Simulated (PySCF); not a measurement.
**TDDFT excited states: C9H9F**

C9H9F.
Bonds: F1–C2, C2–C3 (aromatic), C3–C4 (aromatic), C4–C5 (aromatic), C5–C6 (aromatic), C6–C7, C7–C8, C8–C9, C6–C10 (aromatic), C2–C10 (aromatic), C7–C9. Hydrogens: H11 on C3; H12 on C4; H13 on C5; H14 on C7; H15, H16 on C8; H17, H18 on C9; H19 on C10.

Method: PySCF, TDDFT wB97X-D/def2-SVPD, vertical, gas phase, core orbitals frozen in the response. Geometry: PBE0-D3(BJ)/def2-SVP, one conformer, isolated molecule. Torsions of this conformer, `[F:1][c:2]1[cH:3][cH:4][cH:5][c:6]([CH:7]2[CH2:8][CH2:9]2)[cH:10]1`: C5–C6–C7–C8 147°.

```csv
state,E (eV),ν̃ (cm⁻¹),f,"main configurations (H = HOMO, L = LUMO)"
S1,5.28,42550,0.029,"H→L (52%), H-1→L+1 (18%), H-1→L (15%)"
S2,5.93,47860,0.095,"H-1→L (36%), H→L+1 (33%), H→L (26%)"
S3,6.79,54800,0.381,"H→L+1 (50%), H-1→L (40%)"
S4,6.89,55590,0.792,"H-1→L+1 (71%), H→L (18%)"
S5,7.21,58180,0.0012,"H→L+2 (75%), H→L+4 (8%)"
S6,7.59,61240,0.0015,"H→L+4 (41%), H→L+3 (37%)"
S7,7.61,61380,0.0002,"H-1→L+2 (52%), H-1→L+4 (26%)"
S8,7.70,62090,0.011,"H-2→L (71%), H-4→L (22%)"
S9,7.84,63270,0.0090,"H→L+4 (32%), H→L+3 (28%), H→L+6 (14%)"
S10,7.91,63780,0.033,"H-1→L+3 (34%), H→L+6 (28%), H→L+3 (13%)"
```

Triplets, Tamm–Dancoff:

| state | E (eV) | λ (nm) | main configurations (H = HOMO, L = LUMO) |
| --- | --- | --- | --- |
| T1 | 4.10 | 302.4 | H→L (34%), H-1→L (25%), H→L+1 (25%) |
| T2 | 4.57 | 271.1 | H→L (59%), H-1→L (18%), H-1→L+1 (15%) |
| T3 | 4.77 | 260.0 | H→L+1 (49%), H-1→L (46%) |
| T4 | 5.30 | 233.9 | H-1→L+1 (72%), H→L+1 (15%), H-1→L (9%) |

The lowest singlet lies at 5.28 eV (235 nm, ultraviolet) and is weak; its leading configuration is HOMO→LUMO (52%). The strongest level in the table is S4 at 6.89 eV (180 nm, f = 0.792). Löwdin shares by element: HOMO carbon 62% or more (atoms not listed hold the other 38%); LUMO carbon 70% or more (atoms not listed hold the other 30%). Of the 10 states listed, 6 reach f = 0.01 and 1 stays under 0.0005. The oscillator strengths of these states sum to 1.353; summed over the whole spectrum of an exact calculation they would give the number of electrons, 72 (Thomas–Reiche–Kuhn). Weighted by f, the mean energy of these states is 6.80 eV. The vertical ionisation energy (ΔSCF) is 8.64 eV, 0.74 eV above S10. Only the lowest 10 singlets were computed, as vertical energies without vibronic structure.
